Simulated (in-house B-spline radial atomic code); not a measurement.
Results of a calculation; reference values are marked as such.
# Weak and strong correlation along the adiabatic connection

Two-electron singlets in several external potentials (atomic units), by full CI in B-splines with partial waves to l = 8 (correlation energies up to 0.6 % small). The repulsion is scaled by λ at fixed density; W(λ) is the mean repulsion less the Hartree energy, W(0) = E_x, and the area under W from 0 to 1 is E_xc.

One system gave this curve:

```
   λ  W (hartree)
   0     -0.75365
0.02     -0.75584
0.05     -0.75907
0.12     -0.76636
0.25     -0.77906
 0.4     -0.79247
 0.6      -0.8085
 0.8      -0.8227
   1     -0.83532
 1.4     -0.85667
   2     -0.88139
   3     -0.91011
 4.5     -0.93723
   7     -0.96325
  10     -0.98127
```

Problem. Which system is it?
A. −Z/r, Z = 2.25
B. −Z exp(−kr)/r, Z = 8.46, k = 3.5
C. −Z exp(−kr)/r, Z = 4.13, k = 1.75
D. ω²r²/2 − Z/r, ω = 1.33, Z = -1

Solution. D. The exchange energy sets the size: ω²r²/2 − Z/r, ω = 1.33, Z = -1: E_x = -0.754, E_c = -0.045; −Z exp(−kr)/r, Z = 8.46, k = 3.5: E_x = -4.42, E_c = -0.0466; −Z exp(−kr)/r, Z = 4.13, k = 1.75: E_x = -1.98, E_c = -0.0462; −Z/r, Z = 2.25: E_x = -1.18, E_c = -0.0424 hartree.
